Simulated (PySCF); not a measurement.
**Electron correlation in Pd⁺ (palladium, charge +1)**

[Kr] 4d8 5p1, one real determinant (an excited configuration). Computed with PySCF 2.14 in def2-TZVPPD with the def2 core potential (28 electrons) (6s4p3d2f1g, 56 functions), with a scalar-relativistic core potential. Frozen: 4s2 4p6; 9 electrons correlated.

```csv
level,correlation energy (mhartree)
CCSD,-226.75
(T),-6.56
CCSD(T),-233.31
```

Diagnostics: T1 = 0.012, D1 = 0.0480, largest double amplitude 0.032.

Task: Is a single reference adequate?

Result: Yes, within this model without spin-orbit coupling: T1 lies below 0.03 and no double amplitude reaches 0.07.

The reference is one real determinant that mixes LS terms of this configuration.
